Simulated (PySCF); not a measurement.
Compound: C5H7N2 (charge +1).
Atom-mapped SMILES: `[CH3:1][n+:2]1[cH:3][cH:4][n:5][cH:6][cH:7]1` (hydrogens: H8, H9, H10 on C1; H11 on C3; H12 on C4; H13 on C6; H14 on C7)

The same species was optimised twice, with GFN2-xTB and with PBE0-D3(BJ)/def2-SVP (PySCF), and the same property calculations (PySCF, gas phase) were run on both structures.

```csv
coordinate,GFN2-xTB,PBE0-D3(BJ)/def2-SVP,change
C1–N2 (Å),1.443,1.470,+0.027
N5–C6 (Å),1.319,1.328,+0.009
C4–N5 (Å),1.317,1.326,+0.009
N2–C3 (Å),1.335,1.343,+0.008
N2–C7 (Å),1.338,1.346,+0.008
C3–C4 (Å),1.392,1.393,+0.001
C6–C7 (Å),1.389,1.390,+0.001
C3–N2–C7 (°),119.5,119.8,+0.3
C1–N2–C3 (°),121.0,120.7,-0.3
N2–C7–C6 (°),119.3,119.1,-0.2
N2–C3–C4 (°),119.2,119.0,-0.2
N5–C6–C7 (°),121.8,122.0,+0.2
C4–N5–C6 (°),118.2,118.1,-0.1
C3–C4–N5 (°),121.9,122.1,+0.2
C1–N2–C7 (°),119.5,119.4,-0.1
```

Rotational constants: A = 6087, B = 2665, C = 1875 MHz (GFN2-xTB) against A = 5997, B = 2634, C = 1852 MHz (PBE0-D3(BJ)/def2-SVP). Atoms that the bonding makes alike are paired by their places after alignment.

On the GFN2-xTB structure: lowest singlet, TDDFT (eV) 3.88 [CAM-B3LYP/def2-SVPD]; lowest triplet, Tamm–Dancoff (eV) 3.13 [CAM-B3LYP/def2-SVPD]; isotropic polarisability (au) 64.0 [CAM-B3LYP/def2-SVPD]; HOMO (eV) -14.39 [CAM-B3LYP/def2-SVPD]; LUMO (eV) -6.44 [CAM-B3LYP/def2-SVPD]; HOMO (eV) -12.98 [PBE0/pcSseg-1]; LUMO (eV) -7.57 [PBE0/pcSseg-1]; GIAO shielding of C1 (ppm) 139.1 [PBE0/pcSseg-1]; GIAO shielding of N2 (ppm) 24.6 [PBE0/pcSseg-1]; GIAO shielding of C3/C7 (mean) (ppm) 47.6 [PBE0/pcSseg-1]; GIAO shielding of C4/C6 (mean) (ppm) 25.0 [PBE0/pcSseg-1]; GIAO shielding of N5 (ppm) -169.0 [PBE0/pcSseg-1].

**Question.** What do these properties become on the PBE0-D3(BJ)/def2-SVP structure?

**Answer.** 
| property | level | on GFN2-xTB | on PBE0-D3(BJ)/def2-SVP | change |
| --- | --- | --- | --- | --- |
| lowest singlet, TDDFT (eV) | CAM-B3LYP/def2-SVPD | 3.88 | 3.87 | -0.01 |
| lowest triplet, Tamm–Dancoff (eV) | CAM-B3LYP/def2-SVPD | 3.13 | 3.11 | -0.02 |
| isotropic polarisability (au) | CAM-B3LYP/def2-SVPD | 64.0 | 64.9 | +0.9 |
| HOMO (eV) | CAM-B3LYP/def2-SVPD | -14.39 | -14.41 | -0.02 |
| LUMO (eV) | CAM-B3LYP/def2-SVPD | -6.44 | -6.47 | -0.03 |
| energy, GFN2-xTB geometry as zero (kcal/mol) | CAM-B3LYP/def2-SVPD | 0.0 | -0.8 | -0.8 |
| HOMO (eV) | PBE0/pcSseg-1 | -12.98 | -13.00 | -0.02 |
| LUMO (eV) | PBE0/pcSseg-1 | -7.57 | -7.59 | -0.02 |
| energy, GFN2-xTB geometry as zero (kcal/mol) | PBE0/pcSseg-1 | 0.0 | -0.6 | -0.6 |
| GIAO shielding of C1 (ppm) | PBE0/pcSseg-1 | 139.1 | 133.8 | -5.3 |
| GIAO shielding of N2 (ppm) | PBE0/pcSseg-1 | 24.6 | 18.2 | -6.4 |
| GIAO shielding of C3/C7 (mean) (ppm) | PBE0/pcSseg-1 | 47.6 | 45.4 | -2.2 |
| GIAO shielding of C4/C6 (mean) (ppm) | PBE0/pcSseg-1 | 25.0 | 23.6 | -1.4 |
| GIAO shielding of N5 (ppm) | PBE0/pcSseg-1 | -169.0 | -174.2 | -5.2 |

The heavy atoms differ by 0.012 Å rms after alignment. Among bonds between heavy atoms C1–N2 changes most (+0.027 Å). Changes are differences of the printed values. Neither structure is proved a minimum here. Geometry: PBE0-D3(BJ)/def2-SVP; no solvent, vibrations or thermal averaging.
